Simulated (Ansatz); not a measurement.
A CCSD(T) single point on C4H7FSi (`C=C=C[SiH](C)F`).

```yaml
crystal:
  periodic: [false, false, false]
  atoms:
    - {symbol: C, position_ang: [-0.200927, -2.128840, 1.235723]}
    - {symbol: C, position_ang: [0.145459, -0.876491, 1.279639]}
    - {symbol: C, position_ang: [0.480233, 0.381410, 1.273736]}
    - {symbol: Si, position_ang: [0.306419, 1.405233, -0.262318]}
    - {symbol: C, position_ang: [-0.348841, 0.414537, -1.681214]}
    - {symbol: F, position_ang: [-0.704854, 2.612546, 0.053615]}
    - {symbol: H, position_ang: [0.512962, -2.897565, 0.960727]}
    - {symbol: H, position_ang: [-1.209639, -2.438196, 1.486994]}
    - {symbol: H, position_ang: [0.877823, 0.822661, 2.186817]}
    - {symbol: H, position_ang: [1.608109, 2.044901, -0.584675]}
    - {symbol: H, position_ang: [0.357139, -0.372282, -1.957730]}
    - {symbol: H, position_ang: [-1.299258, -0.058332, -1.424708]}
    - {symbol: H, position_ang: [-0.504124, 1.055819, -2.551808]}
basis:
  gaussian: {orbitals: def2-TZVPP}
correlation: {method: ccsd_t}
```

```sh
$ ansatz run in.yaml --threads 4 --pin off --events-out ev --progress --plain --max-ram 10444MiB
```

The program prints (abridged):

```
Functional definition: HF
1743 factors; integrals over basis functions are off by at most 1.0e-3 eV
mean field evaluation 1: about -14800.0620 eV, gradient 4.2e1 eV
mean field evaluation 2: about -14800.3666 eV, gradient 4.2e1 eV
mean field evaluation 4: about -14804.7300 eV, gradient 4.9e0 eV
mean field evaluation 8: about -14804.8144 eV, gradient 3.8e-1 eV
mean field -14804.81542385 eV, -544.0669317621 hartree, gradient 8.9e-6 eV, S^2 0.000000; 0 other end points of the search recorded, 0 dependent functions left out
10 core orbitals not correlated: weight in the atoms' cores, before any rotation towards them, 1.000 or more for the frozen orbitals, at most 0.000 for the correlated occupied ones
reference -14804.81542385 eV, -544.0669317621 hartree; 17, 17 occupied and 268, 268 virtual orbitals, 1743 factors
second order -27.58173857 eV of doubles, -0.00000000 eV of singles
cycle   1  -28.00923049 eV  change   -4.3e-1 eV  update   1.1e-1
cycle   2  -28.67072802 eV  change   -6.6e-1 eV  update   3.5e-2
cycle   3  -28.82746255 eV  change   -1.6e-1 eV  update   1.8e-2
cycle   4  -28.81826819 eV  change    9.2e-3 eV  update   4.4e-3
cycle   5  -28.81741116 eV  change    8.6e-4 eV  update   1.9e-3
cycle   6  -28.81856984 eV  change   -1.2e-3 eV  update   6.2e-4
cycle   7  -28.81859507 eV  change   -2.5e-5 eV  update   2.4e-4
cycle   8  -28.81856621 eV  change    2.9e-5 eV  update   8.2e-5
cycle   9  -28.81861351 eV  change   -4.7e-5 eV  update   3.6e-5
cycle  10  -28.81863410 eV  change   -2.1e-5 eV  update   1.3e-5
perturbative correction -1.19320784 eV, -0.0438495792 hartree
Total energy: -14834.82726579 eV, -545.1698466107 hartree
```

Run time 12 min (4 threads of an Arm Neoverse V2 on a shared host); peak host memory 3.8 GiB.

The correlation energy is -30.012 eV, 4.0 % of it from (T); the T1 diagnostic reads 0.0118.
